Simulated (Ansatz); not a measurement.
Molecule: dibromosilane, sum formula SiH$_{2}$Br$_{2}$, charge 0, multiplicity 1. 
Coordinates optimised at B3LYP-D3(BJ)/def2-TZVP (Ansatz, a first-principles code):
```
Si
H 1 1.4707
H 1 1.4707 2 112.63
Br 1 2.2217 2 108.35 3 119.84
Br 1 2.2217 2 108.35 3 -119.84
```

Computed values are from Ansatz. Correlated levels leave the core frozen unless marked. Open shells are spin-unrestricted. Spin-orbit coupling is left out. The frozen core is the preceding noble-gas configuration, with the filled d and f shells of earlier blocks. No relativistic terms. CBS(X,Y): correlation extrapolated as X^-3; Hartree-Fock from the larger set.

Q: What is the total energy at CCSD(T)/CBS(def2-TZVPPD,def2-QZVPPD)?

A: -5435.7304 Eh.

Q: What is the dipole moment at CCSD(T)/def2-SVPD?

A: 1.15 D.

Q: What is the atomisation energy De at CCSD(T)/CBS(def2-TZVPPD,def2-QZVPPD)?

A: 1371.3 kJ/mol.

Q: What is the T1 diagnostic at CCSD/def2-QZVPPD?

A: 0.009.
